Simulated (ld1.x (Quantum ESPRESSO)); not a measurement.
# Al (Z = 13) RRKJ: all-electron and pseudo phase curves

ld1.x (Quantum ESPRESSO) 7.5 input, shortened:

```
&input
   title='Al', zed=13., rel=1, dft='PBESOL', iswitch=3,
   config='[Ne] 3s2 3p0 3d-2'
 /
 &inputp
   pseudotype=2, tm=.false., rho0=0.005, lloc=2,
   nlcc=.true., rcore=1.40
 /
3
3S  1  0   2.00   0.00  2.05  2.05  0.0
3P  2  1   0.00   0.00  1.55  1.55  0.0
3D  3  2  -2.00   0.25  1.75  1.75  0.0
 &test
   configts(1)='3s2 3p0'
 /
```

The phase is arctan(r·u′/u) with u = r·R(r), unwrapped; energies in Ry, scanned from -3 to 5 Ry. A pole is an energy at which the radial function vanishes at the test radius. The pseudo phase is shifted by a multiple of π to meet the all-electron one at the reference energy, and phase errors are pseudo minus all-electron; the curves can meet again beyond the range given. Levels narrower than the energy grid can be missing from the lists of poles.

Task: For each channel, where are the poles, and over which energies does the pseudopotential scatter like the atom?

Result:

```tsv
channel	radius (bohr)	reference energy (Ry)	poles, all-electron	poles, pseudo	unbroken range about the reference energy with phases within 0.05 rad	phase error 1 Ry above the reference energy (rad)
s	2.26	-1.09	1.15	0.58, 2.00	below 0.4	-0.020
p	2.26	-0.66	2.00	1.51	below 1.2	-0.025
d	2.26	0.25	2.57	2.59	below 4.8	+0.001
```

Phases in the s channel:

```
E (Ry)  all-electron  pseudo
 -3.00         1.176   1.172
 -2.52         1.084   1.080
 -2.04         0.911   0.906
 -1.56         0.505   0.500
 -1.08        -0.386  -0.386
 -0.60        -1.054  -1.061
 -0.12        -1.323  -1.342
  0.36        -1.453  -1.500
  0.84        -1.533  -1.743
  1.32        -1.589  -4.547
  1.80        -1.636  -4.685
  2.28        -1.679  -4.743
  2.76        -1.724  -4.787
  3.24        -1.776  -4.828
  3.72        -1.845  -4.871
  4.20        -1.949  -4.923
  4.68        -2.135  -4.992
```
